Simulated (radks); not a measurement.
The numbers below are computed, except where a source is named.
Problem. All-electron atom: Sm3+ in [Xe] 4f5. Level of theory: scalar-relativistic Kohn-Sham, OLYP, spin-unpolarised, spherical densities, point nucleus (a radial shooting solver on a logarithmic mesh with Libxc functionals). Some entries of the table are withheld. Estimate them.

orbital,occ.,eigenvalue (Ry),<1/r> (bohr^-1)
1s,2,-3432.910,68.82
2s,2,-563.3061,15.93
2p,6,-502.7820,14.95
3s,2,-125.3379,5.831
3p,6,-106.4202,5.496
3d,10,(1),5.218
4s,2,-26.77503,2.452
4p,6,-20.54494,2.258
4d,10,-11.80689,1.986
5s,2,-5.23765,(2)
5p,6,-3.68243,0.8270
4f,5,-2.41077,1.445
5d,0,-1.80256,(3)
6s,0,-1.65833,0.3900

Solution. 
(1) 3d eigenvalue (Ry): -80.84898
(2) 5s <1/r> (bohr^-1): 0.9638
(3) 5d <1/r> (bohr^-1): 0.5722
